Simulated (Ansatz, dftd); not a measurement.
Reaction: C2H5B (SMILES BC=C) → C2H4B (SMILES BC=[CH], doublet) + H (doublet) (the C-H bond breaks)
Each species at its own B3LYP-D3(BJ)/def2-TZVP minimum (Ansatz, a program for electronic structure).

Property: bond dissociation energy (electronic), in kJ/mol. Radicals and triplets start from unrestricted determinants; spin-orbit coupling is neglected. Cores are frozen in correlated methods. Rows without X2C or -DK are non-relativistic. CBS(X,Y): correlation extrapolated as X^-3, Hartree-Fock from the larger set. A bracket is a step between two methods taken in the basis named. The functionals are non-relativistic, so their misses hold any scalar relativity. Double hybrids freeze cores in their MP2 part. '+ core + X2C': CCSD(T) terms for core correlation (cc-pwCVTZ) and scalar relativity (cc-pVTZ-DK). Where a partner has so few electrons that a lower coupled-cluster level is exact, that level stands in. The restricted determinant of C2H5B (BC=C, singlet) is unstable towards broken spin symmetry in at least one set run. The UHF reference of C2H4B (BC=[CH], doublet) is spin-contaminated (<S^2> up to 0.20 over the pure value in the sets run).

Compared with CCSD(T)/CBS(cc-pVTZ,cc-pVQZ) + [CCSDT(Q) - CCSD(T)]/cc-pVDZ + core + X2C (Ansatz): 484.7 kJ/mol.

Costs are rough ratios of core time, to one figure, on one kind of shared machine, summed over the single points of the molecules; atoms, geometries and frequencies are left out. The first row took roughly 10 core seconds; short runs hold start-up time.

```
level                               program  cost relative to the first row  difference (kJ/mol)
---------------------------  --------------  ------------------------------  -------------------
PBE-D3(BJ)/def2-TZVPD        Ansatz + dftd3                               1                -19.0
PBE-D4/def2-TZVPD            Ansatz + dftd4                               1                -19.2
B3LYP-D4/def2-TZVPD          Ansatz + dftd4                               1                 -8.0
B3LYP/def2-TZVPD                     Ansatz                               1                -10.1
B2PLYP-D4/def2-TZVPD         Ansatz + dftd4                               2                 -8.8
B2GP-PLYP-D3(BJ)/def2-TZVPD  Ansatz + dftd3                               2                 -7.4
CCSDT(Q)/cc-pVDZ                     Ansatz                              50                -20.4
```

The dearest row costs roughly 50 times the first. Costs within a factor of two don't rank. The table holds for this case alone.
